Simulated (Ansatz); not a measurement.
# Redistribution: C2H4ClF + C2H3I → C2H4ClI + C2H3F

Species: C2H4ClF (1-chloro-1-fluoroethane) `CC(F)Cl`, singlet; C2H3I (vinyl iodide) `C=CI`, singlet; C2H4ClI `CC(Cl)I`, singlet; C2H3F `C=CF`, singlet. The partners trade F for I; both sit on C, so the bond types are kept.

Shapes, held fixed at every level: PBE0-D4/def2-TZVP. Programs: Ansatz 0.2.0. The zero-point and thermal change to 298 K, harmonic and unscaled (PBE0-D4/def2-TZVP), is +0.2 kJ/mol.

```csv
level,kind,ΔH(298 K) (kJ/mol),less CCSD(T)/def2-TZVPP
HF/def2-SVP,Hartree–Fock,+22.8,+8.1
HF/def2-TZVPP,Hartree–Fock,+21.9,+7.2
B3LYP-D4/def2-TZVPP,global hybrid,+12.0,-2.7
r2SCAN0-D4/def2-TZVPP,global hybrid,+15.2,+0.5
B2PLYP/def2-TZVPP,double hybrid,+14.9,+0.2
MP2/def2-SVP,perturbation theory,+12.5,-2.2
MP2/def2-TZVPP,perturbation theory,+11.5,-3.2
CCSD(T)/def2-TZVPP,coupled cluster or CI,+14.7,0.0
```

The highest level, CCSD(T)/def2-TZVPP, gives ΔH(298 K) = +14.7 kJ/mol; the levels span +11.5 to +22.8. The column of differences is taken from that level and isn't an error. No measured value is set beside it here. For atoms past krypton def2 sets carry core potentials with scalar relativity. Correlated rows may include outer-core shells of I, which these sets cover unevenly.
